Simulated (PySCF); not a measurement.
Vertical excitations of a molecule C₃H₄N₂O from TDDFT-ωB97X/def2-SVPD in PySCF, as energy in eV (oscillator strength): 4.61 (0.007), 5.14 (0.051), 5.72 (0.002), 7.50 (0.014), 7.77 (0.013), 8.14 (0.015), 8.25 (0.004), 8.65 (0.149), 8.73 (0.009), 8.83 (0.010). Lowest triplet (TDA): 3.54 eV. Geometry optimised at B3LYP-D3(BJ)/def2-SVP. The values are those of a single conformer.

Q: Pick the molecule that these values belong to.
(A) [H]/N=c1/[nH]cco1
(B) N#C/N=C/CO
(C) CO/C=N/C#N
(D) C1=NC=NCO1

A: D, C1=NC=NCO1
